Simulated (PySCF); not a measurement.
**Structure elucidation problem**

Molecular formula: C7H12. Simulated spectra:

1H NMR (400 MHz, computed): δ 1.88 (m, 1H), 1.68 (m, 2H), 1.11 (m, 1H), 0.87 (d, 6H), 0.47 (m, 1H), 0.08 (m, 1H).

13C{1H} NMR (computed): δ 50.1 (CH), 30.1 (CH), 26.0 (CH2), 22.2 (CH3, 2C), 2.0 (CH, 2C).

How the numbers were obtained: coordinates at the GFN2-xTB level, shieldings: GIAO PBE0/pcSseg-1, in PySCF 2.14.0 with density-fitted response routines (no solvent model, a single conformation, fast rotation and ring inversion assumed for equivalent nuclei, no relativistic terms).

δ = σ(ref) − σ, references computed at the same level: 1H (31.72 ppm), 13C (186.93 ppm) against TMS.

Q: Which candidate is it?
A. CC(C)[C@H]1[C@@H]2C[C@@H]21
B. C=CC/C(C)=C/C
C. C=C1CCCCC1
D. C1CC[C@H]2C[C@H]2C1
E. C=CCC1(C)CC1

A: A. 

- Rings plus π bonds: 2 (2 rings in the answer).
- 5 carbon signals for 7 carbons: some carbons are equivalent by symmetry or fast rotation.
- Carbon types of the structure: 4 × CH, 1 × CH2, 2 × CH3, which accounts for all hydrogens.
- δC 50.1, 26.0, 2.0: three-membered-ring carbon.
- δC 30.1: sp3 CH; a saturated carbon with 3 carbon neighbours and no heteroatom attached.
- δC 22.2: methyl carbon; a saturated carbon with 1 carbon neighbour and no heteroatom attached.
- δH 1.88: hydrogen on an sp3 CH; far from electronegative atoms and π systems.
- δH 1.68, 1.11, 0.47, 0.08: hydrogen on a three-membered-ring carbon.

The others: C=CC/C(C)=C/C would give 7 carbon signals, not 5; C=C1CCCCC1 would give 4 signals for carbon-bound and other non-exchanging H, not 6; C=CCC1(C)CC1 would give 6 carbon signals, not 5; C1CC[C@H]2C[C@H]2C1 would give 4 carbon signals, not 5.

Shifts are as computed. Against solution values, carbons near 30 ppm lie about +3 ppm off and those near 130 ppm about +5 ppm. Of 1313 compounds with measured shifts, 239 miss one by over three times the rms of a fit or turn the order of signals round; such compounds aren't used in these exercises. No couplings were computed; multiplicities are counted from neighbouring protons, with m where these are inequivalent, close in shift, in a saturated or five-membered ring or joined by F or P, and br s for small geminal =CH2 splittings.
